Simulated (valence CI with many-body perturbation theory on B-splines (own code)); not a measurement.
Forbidden lines of Pt LVIII

Level of theory: relativistic CI+MBPT: three valence electrons over a frozen Dirac-Fock core [Ar], radial functions for each j: 9 s, 9 p, 10 d, 8 f, 5 g, 3 h, 1 i, with the one-electron correlation potential Σ1, the two-electron term Σ2, the three-electron term Σ3, Breit, model QED; selected CI, second order for the rest (own B-spline code, finite nucleus).

The last digits are not significant, and no measured levels were compared; by estimate large intervals hold to a few tenths of a per cent, small ones and those within an open d or f shell to about a per cent. The list stops below the first excitations out of the core. Only levels of the ground parity were solved; by the run's estimate the other parity begins above the list, which can be wrong where configurations are misplaced.

Lines 1 to 36 of 36 in falling wavelength, among levels below 2008400 cm⁻¹, chosen from the decays that carry over 1 % of a level's rate. Wavelengths and rates use the calculated energies. Electric multipoles are in the length gauge, E1 and E2 with the static RPA response of the core. S is in atomic units (e²a₀⁴ for E2 and M2, e²a₀⁶ for E3), for M1 in squared Bohr magnetons. Weak lines are less certain than strong ones. Lines between different terms over intervals too small for the method are left out, as are lines whose strength nearly cancels. The highest levels of a list are the least certain.

Levels are named by their leading jj configuration (3d3/2^4 stands for four electrons in 3d with j = 3/2), which in mixed levels can hold well under half, so a name can repeat and another be missing. Letters in brackets count levels of one name in rising energy.

```csv
λ vac (nm),Upper,Lower,Type,A (s⁻¹),S (a.u.)
119.7,(3d3/2^2 3d5/2) J=9/2,(3d3/2^2 3d5/2) J=5/2 [a],E2,4.18e-04,9.18e-06
114.6,(3d3/2^2 3d5/2) J=7/2,(3d3/2^2 3d5/2) J=5/2 [a],M1,7.37e+03,3.29e+00
45.55,(3d3/2^2 3d5/2) J=5/2 [b],(3d3/2^2 3d5/2) J=7/2,M1,1.22e+04,2.56e-01
39.45,(3d3/2^2 3d5/2) J=5/2 [b],(3d3/2^2 3d5/2) J=3/2,M1,4.02e+04,5.49e-01
32.60,(3d3/2^2 3d5/2) J=5/2 [b],(3d3/2^2 3d5/2) J=5/2 [a],M1,1.53e+04,1.18e-01
18.29,(3d3/2 3d5/2^2) J=3/2 [a],(3d3/2^2 3d5/2) J=5/2 [b],M1,3.00e+05,2.72e-01
17.16,(3d3/2 3d5/2^2) J=5/2 [a],(3d3/2^2 3d5/2) J=5/2 [b],M1,1.55e+06,1.74e+00
15.08,(3d3/2 3d5/2^2) J=7/2 [b],(3d3/2^2 3d5/2) J=5/2 [b],M1,5.83e+05,5.93e-01
15.07,(3d3/2 3d5/2^2) J=5/2 [b],(3d3/2^2 3d5/2) J=5/2 [b],M1,2.58e+06,1.96e+00
14.71,(3d3/2 3d5/2^2) J=7/2 [a],(3d3/2^2 3d5/2) J=7/2,M1,2.59e+06,2.45e+00
14.42,(3d3/2^2 3d5/2) J=5/2 [a],(3d3/2^3) J=3/2,M1,7.55e+06,5.04e+00
13.89,(3d3/2 3d5/2^2) J=9/2,(3d3/2^2 3d5/2) J=7/2,M1,2.80e+06,2.78e+00
13.82,(3d3/2 3d5/2^2) J=9/2,(3d3/2^2 3d5/2) J=9/2,M1,4.97e+06,4.86e+00
13.39,(3d3/2^2 3d5/2) J=3/2,(3d3/2^3) J=3/2,M1,6.01e+06,2.14e+00
13.27,(3d3/2 3d5/2^2) J=3/2 [a],(3d3/2^2 3d5/2) J=1/2,M1,1.59e+06,5.51e-01
13.04,(3d3/2 3d5/2^2) J=7/2 [a],(3d3/2^2 3d5/2) J=5/2 [a],M1,1.05e+07,6.92e+00
12.83,(3d3/2 3d5/2^2) J=1/2,(3d3/2^2 3d5/2) J=1/2,M1,9.31e+06,1.46e+00
12.81,(3d3/2^2 3d5/2) J=7/2,(3d3/2^3) J=3/2,E2,1.15e+03,2.84e-04
12.60,(3d3/2^2 3d5/2) J=1/2,(3d3/2^3) J=3/2,M1,2.23e+06,3.31e-01
12.50,(3d3/2 3d5/2^2) J=3/2 [a],(3d3/2^2 3d5/2) J=3/2,M1,9.11e+06,2.64e+00
12.46,(3d3/2 3d5/2^2) J=5/2 [a],(3d3/2^2 3d5/2) J=7/2,M1,4.37e+05,1.88e-01
12.44,(3d3/2 3d5/2^2) J=11/2,(3d3/2^2 3d5/2) J=9/2,M1,3.00e+06,2.57e+00
12.11,(3d3/2 3d5/2^2) J=1/2,(3d3/2^2 3d5/2) J=3/2,M1,5.93e+05,7.81e-02
11.96,(3d3/2 3d5/2^2) J=5/2 [a],(3d3/2^2 3d5/2) J=3/2,M1,5.24e+06,1.99e+00
11.86,(3d3/2 3d5/2^2) J=3/2 [b],(3d3/2^2 3d5/2) J=5/2 [b],M1,4.94e+06,1.22e+00
11.71,(3d3/2 3d5/2^2) J=3/2 [a],(3d3/2^2 3d5/2) J=5/2 [a],M1,4.06e+06,9.68e-01
11.33,(3d3/2 3d5/2^2) J=7/2 [b],(3d3/2^2 3d5/2) J=7/2,M1,1.59e+06,6.85e-01
11.32,(3d3/2 3d5/2^2) J=5/2 [b],(3d3/2^2 3d5/2) J=7/2,M1,2.26e+06,7.32e-01
11.28,(3d3/2 3d5/2^2) J=7/2 [b],(3d3/2^2 3d5/2) J=9/2,M1,1.37e+06,5.83e-01
11.24,(3d3/2 3d5/2^2) J=5/2 [a],(3d3/2^2 3d5/2) J=5/2 [a],M1,9.40e+05,2.97e-01
10.31,(3d3/2 3d5/2^2) J=7/2 [b],(3d3/2^2 3d5/2) J=5/2 [a],M1,3.22e+05,1.05e-01
10.31,(3d3/2 3d5/2^2) J=5/2 [b],(3d3/2^2 3d5/2) J=5/2 [a],M1,1.39e+05,3.38e-02
9.998,(3d3/2^2 3d5/2) J=5/2 [b],(3d3/2^3) J=3/2,M1,5.57e+05,1.24e-01
9.524,(3d3/2 3d5/2^2) J=3/2 [b],(3d3/2^2 3d5/2) J=1/2,M1,9.58e+04,1.23e-02
9.119,(3d3/2 3d5/2^2) J=3/2 [b],(3d3/2^2 3d5/2) J=3/2,M1,6.53e+05,7.34e-02
8.696,(3d3/2 3d5/2^2) J=3/2 [b],(3d3/2^2 3d5/2) J=5/2 [a],M1,1.26e+06,1.23e-01
```
